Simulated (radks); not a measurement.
Results of a calculation; reference values are marked as such.
Question: The mean radii <r> (bohr) of the occupied orbitals of an atom or ion are listed with their occupations. Level of theory: scalar-relativistic Kohn-Sham, PBE, spin-unpolarised, spherical densities, point nucleus (a radial shooting solver on a logarithmic mesh with Libxc functionals).

orbital  occ.      <r>
1s          2  0.02274
2s          2  0.09700
2p          6  0.08547
3s          2   0.2549
3p          6   0.2533
3d         10   0.2310
4s          2   0.5791
4p          6   0.6132
4d         10   0.6707
5s          2    1.410
5p          6    1.656
4f          6    1.007
6s          1    3.930
6f          1    28.25

Name the element and its charge.

Answer: Z = 62, samarium, charge 0: Sm in [Xe] 4f6 6s1 6f1. The 1s radius gives Z: for a bare nucleus <r> = (2 gamma + 1)/(2Z) with gamma = sqrt(1 - (Z/c)^2), 0.02245 bohr for Z = 62, and screening makes it slightly larger (0.02274 here). The occupations add up to 62, and the charge is Z minus that.
